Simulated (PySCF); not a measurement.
C₃HBrClF, SMILES FC=C=C(Br)Cl.

Geometry optimised at B3LYP-D3(BJ)/def2-SVP. This is a generated structure with no PubChem entry under its InChIKey; it may be hypothetical.

The numbers are results of SMD-PBE0/def2-SVP in PySCF, not measurements.

Solvation free energies are E(SMD) − E(gas) at the gas-phase geometry, for 1 M in both phases. Bromine has the revised SMD18 radius of 2.60 Å. In vacuum the dipole moment is 1.32 D.

```tsv
solvent	ΔG(solv) (kcal/mol)	its non-electrostatic (CDS) part	dipole (D)
water	0.4	3.0	1.90
dimethylsulfoxide	-2.7	-0.1	1.89
chloroform	-4.4	-2.6	1.71
```
